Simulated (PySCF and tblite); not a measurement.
Results of a calculation; reference values are marked as such.
System: CH9BO2Si2, numbered as in [OH:1][B:2]([OH:3])[CH:4]([SiH3:5])[SiH3:6].

Motion: rotation about the B2–O3 bond (torsion O1–B2–O3–H from 0° to 180°, rising). GFN2-xTB gives an electronic barrier of 11.2 kcal/mol and a reaction energy of 4.3 kcal/mol.

(1) What does PBE0/pcSseg-1 + D3(BJ) give on GFN2-xTB geometries?

Programs: tblite and PySCF.

## Answers

(1) A barrier of 11.1 kcal/mol, 0.2 below the tight-binding barrier (from unrounded values), a reaction energy of 2.7 kcal/mol and, with GFN2-xTB thermal terms, ΔG‡(298 K) = 10.1 kcal/mol and k = 4.8×10⁵ s⁻¹ (2 equivalent paths).
